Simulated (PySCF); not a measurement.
LDA on I (iodine, neutral), [Kr] 4d10 5s1 5p5 5d1, one real determinant (an excited configuration). Computed with PySCF 2.14 in aug-cc-pwCVDZ-PP with ECP28MDF, with scalar relativity through the core potential.

```
cycle= 1 E= -294.511415960984  delta_E= -0.0135  |g|= 0.0662  |ddm|= 0.958
cycle= 2 E= -294.512208962121  delta_E= -0.000793  |g|= 0.0278  |ddm|= 0.21
cycle= 3 E= -294.512357293421  delta_E= -0.000148  |g|= 0.00133  |ddm|= 0.0536
cycle= 4 E= -294.512357813829  delta_E= -5.2e-07  |g|= 0.000461  |ddm|= 0.00544
cycle= 5 E= -294.512357907724  delta_E= -9.39e-08  |g|= 1.3e-05  |ddm|= 0.0016
cycle= 6 E= -294.512357907831  delta_E= -1.07e-10  |g|= 5.85e-07  |ddm|= 6.66e-05
converged SCF energy = -294.512357907831  <S^2> = 3.7509526  2S+1 = 4.0004763
```

Highest occupied orbital energy: 1.356 eV; ⟨L²⟩ = 7.98; populations by l: s 3.00, p 11.00, d 11.00, f 0.00.

Q: Can this result be used?

A: Not for this state. Self-consistency was reached. ⟨L²⟩ = 7.98 against 12 for a pure F term, so this real determinant mixes terms. Energies and moments cover only the electrons outside the core potential. The outer electron is Rydberg-like, and this basis confines it to a smaller radius and binds it less than a complete one would. At LDA the highest occupied level has a positive energy, so only the finite basis holds that electron; for this excited configuration the basis is too tight for the outer shell.
